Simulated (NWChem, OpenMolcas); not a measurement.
How basis sets differ on Si2NH6F (SMILES F[SiH2]N[SiH3])

The species is Si2NH6F (10 atoms), meant as a singlet with charge 0. As SMILES, `F[SiH2]N[SiH3]`. The coordinates come from a PBE0-D4/def2-TZVP relaxation. This is one conformer, not always the lowest.

```xyz
10

F    -1.5615    0.9943   -1.7767
Si   -0.3750    1.3018   -0.7459
N     0.5148   -0.0948   -0.3359
Si    0.1948   -1.2361    0.9287
H     0.5172    2.2672   -1.4267
H    -1.0101    1.8394    0.4759
H     1.2643   -0.3362   -0.9700
H     1.3915   -1.4221    1.7916
H    -0.1863   -2.5698    0.3920
H    -0.9244   -0.6833    1.7303
```

Quantity: the dipole moment, in D. The values are calculated.

```
               level          kind     program  value (D)  CPU time
HF/ANO-RCC-MB (DKH2)  Hartree–Fock  OpenMolcas       2.16     5.5 s
           HF/STO-3G  Hartree–Fock      NWChem       1.14     2.2 s
            HF/3-21G  Hartree–Fock      NWChem       2.07     3.3 s
          HF/cc-pVDZ  Hartree–Fock  OpenMolcas       1.97      15 s
```

The values span 1.14 to 2.16 D. Magnitudes only. Sets without polarisation functions give poor dipoles. CPU times are rough (shared hosts, several kinds of processor and program).
